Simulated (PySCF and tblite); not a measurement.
Values are calculated unless marked as measured or tabulated.
System: C₂H₃F₃GeO₂, numbered as in [O:1]=[C:2]([O:3][GeH3:4])[C:5]([F:6])([F:7])[F:8].

Motion: rotation about the C2–O3 bond (torsion O1–C2–O3–Ge4 from 0° to 172°, rising). GFN2-xTB gives an electronic barrier of 6.9 kcal/mol and a reaction energy of 1.0 kcal/mol.

Spin–orbit effects of heavy atoms on shieldings are missing.

revPBE/pcSseg-1 + D3(BJ) on GFN2-xTB geometries gives 7.9 kcal/mol and k(298 K) = 3.3×10⁷ s⁻¹.

(1) What does revPBE/pcSseg-1 + D3(BJ), IEF-PCM chloroform give on GFN2-xTB geometries?

Programs: tblite and PySCF.

## Answers

(1) A barrier of 7.4 kcal/mol, 0.5 below the first DFT barrier (from unrounded values), a reaction energy of 5.5 kcal/mol and, with GFN2-xTB thermal terms, ΔG‡(298 K) = 7.1 kcal/mol and k = 7.3×10⁷ s⁻¹ (2 equivalent paths).
